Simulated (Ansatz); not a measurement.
Abridged output of a molecular run in Ansatz:

```
Functional definition: HF
1698 factors; integrals over basis functions are off by at most 1.1e-3 eV
mean field evaluation 1: about -70002.4173 eV, gradient 5.7e1 eV
mean field evaluation 2: about -70002.6730 eV, gradient 5.8e1 eV
mean field evaluation 4: about -70008.8653 eV, gradient 4.0e0 eV
mean field evaluation 8: about -70008.9351 eV, gradient 3.3e-1 eV
mean field -70008.93541380 eV, -2572.7809226965 hartree, gradient 2.1e-6 eV, S^2 0.000000; 0 other end points of the search recorded, 0 dependent functions left out
17 core orbitals not correlated: weight in the atoms' cores, before any rotation towards them, 1.000 or more for the frozen orbitals, at most 0.000 for the correlated occupied ones
reference -70008.93541380 eV, -2572.7809226965 hartree; 21, 21 occupied and 243, 243 virtual orbitals, 1698 factors
second order -29.37026196 eV of doubles, -0.00000000 eV of singles
cycle   1  -29.23817434 eV  change    1.3e-1 eV  update   1.2e-1
cycle   2  -30.00950804 eV  change   -7.7e-1 eV  update   3.4e-2
cycle   3  -30.15858327 eV  change   -1.5e-1 eV  update   1.7e-2
cycle   4  -30.13865908 eV  change    2.0e-2 eV  update   3.6e-3
cycle   5  -30.13774741 eV  change    9.1e-4 eV  update   1.7e-3
cycle   6  -30.13869355 eV  change   -9.5e-4 eV  update   5.0e-4
cycle   7  -30.13839829 eV  change    3.0e-4 eV  update   2.0e-4
cycle   8  -30.13834100 eV  change    5.7e-5 eV  update   6.5e-5
cycle   9  -30.13835943 eV  change   -1.8e-5 eV  update   2.5e-5
perturbative correction -1.09416246 eV, -0.0402097288 hartree
Total energy: -70040.16793569 eV, -2573.9286967057 hartree
```

Its atoms:

```xyz
12

O     1.484   -0.532   -1.131
Si   -0.050   -0.352   -1.678
N    -1.058    0.081   -0.342
Ge   -0.420    0.708    1.239
O     0.859   -0.473    1.697
H     1.551   -0.832   -0.214
H     0.029    0.698   -2.723
H    -0.636   -1.583   -2.278
H    -1.961   -0.364   -0.281
H    -1.547    0.694    2.284
H     0.258    2.081    1.097
H     1.491   -0.126    2.331
```

**Question.** Which basis set was used?
A. def2-SVPD
B. def2-TZVPP
C. def2-QZVPP
D. cc-pV(Q+d)Z

**Answer.** B. It gives 281 functions.

**Question.** Write the keys of the input that set method, charge and spin (a neutral closed shell needs none for the last two).

**Answer.** 
```yaml
correlation: {method: ccsd_t}
```
